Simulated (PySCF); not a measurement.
PySCF input for Mn(O)2(OH)3 (H₃MnO₅), SMILES [O]=[Mn](=[O])([OH])([OH])[OH], multiplicity 1, PBE/pcSseg-1. Geometry: B3LYP-D3(BJ)/def2-SVP. The spin state was assumed, not searched. The values are those of a single conformer.

```python
import numpy as np
from pyscf import gto, scf, dft
from pyscf.prop.nmr import rks as nmr

mol = gto.M(
    atom='''
    Mn    0.09847375   -0.10277941    0.09722315
    O     1.33429863   -0.81280844   -0.47832157
    O     0.38491591    0.46785040    1.51687332
    O    -1.18210089    0.16296674   -1.17081237
    H    -1.03774931    1.08891306   -1.44387777
    O    -1.02738584   -1.40530436    0.51862027
    H    -1.73805629   -1.41762985   -0.14807165
    O     0.43413174    1.67499135   -0.52000164
    H     0.76308560    2.19663669    0.23050674
    ''',
    basis='pcSseg-1',
    charge=0,
    spin=0,
    max_memory=1600,
    verbose=3,
)
mf = dft.RKS(mol, xc='pbe')
mf.grids.level = 3
mf.conv_tol = 1e-10
mf.max_cycle = 100
mf.kernel()
n = nmr.NMR(mf)
n.verbose = 2
n.max_cycle_cphf = 60
sigma = n.kernel()
print('atom   isotropic/ppm   span/ppm')
for i, s in enumerate(sigma):
    w = np.linalg.eigvalsh((s + s.T) / 2)
    print(f'{mol.atom_symbol(i):2s}{i + 1:3d} {w.mean():14.3f} {w[2] - w[0]:11.3f}')
```

Log of the run:

```
converged SCF energy = -1528.18134791981
atom   isotropic/ppm   span/ppm
Mn  1      -3849.351    1277.815
O   2       -841.963     866.306
O   3      -1119.069    1433.792
O   4       -184.676     683.550
H   5         17.992      19.785
O   6       -172.806     732.483
H   7         17.736      22.853
O   8        -32.000     937.006
H   9         19.300      16.093
```

Self-consistency was reached.
